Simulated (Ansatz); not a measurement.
`[O]=[V]([OH])([OH])[F]` and `[O]=[Nb]([OH])([OH])[F]` differ in one element.

Ansatz, PBE0-D4/def2-TZVP geometries, multiplicity 1. Each molecule was computed in one conformer, which needn't be the lowest.

Elements past krypton have def2 core potentials. Scalar relativity is left out up to krypton.

```
                                                                                  property  `[O]=[V]([OH])([OH])[F]`
                                                       HOMO energy (B3LYP/def2-TZVPP) / eV                     -9.70
                                        size of the dipole moment (ωB97M-V/def2-TZVPP) / D                      2.32
ideal-gas entropy at 298 K and 1 bar (rigid rotor, harmonic PBE0-D4/def2-TZVP) / J/(mol·K)                       328
                                                   HOMO–LUMO gap (ωB97M-V/def2-TZVPP) / eV                     11.84
                                                         LUMO energy (PBE/def2-TZVPP) / eV                     -3.67
                                                        LUMO energy (PBE0/def2-TZVPP) / eV                     -2.82
```

What does the change do to each property? (An estimate is asked.)

The calculation gave: 
```csv
property,`[O]=[Nb]([OH])([OH])[F]`,shift
HOMO energy (B3LYP/def2-TZVPP) / eV,-9.53,0.17
size of the dipole moment (ωB97M-V/def2-TZVPP) / D,2.16,-0.16
"ideal-gas entropy at 298 K and 1 bar (rigid rotor, harmonic PBE0-D4/def2-TZVP) / J/(mol·K)",344,16
HOMO–LUMO gap (ωB97M-V/def2-TZVPP) / eV,12.80,0.96
LUMO energy (PBE/def2-TZVPP) / eV,-2.02,1.65
LUMO energy (PBE0/def2-TZVPP) / eV,-1.19,1.63
```

With PBE0 the HOMO rises by 0.16 eV and the LUMO rises by 1.63 eV, so the gap widens by about 1.47 eV. PBE moves the HOMO by 0.18 eV and ωB97M-V by 0.14 eV. Dipoles are sizes alone; their direction can turn.

B3LYP here is the variant with VWN-RPA as its local correlation; programs differ in this.
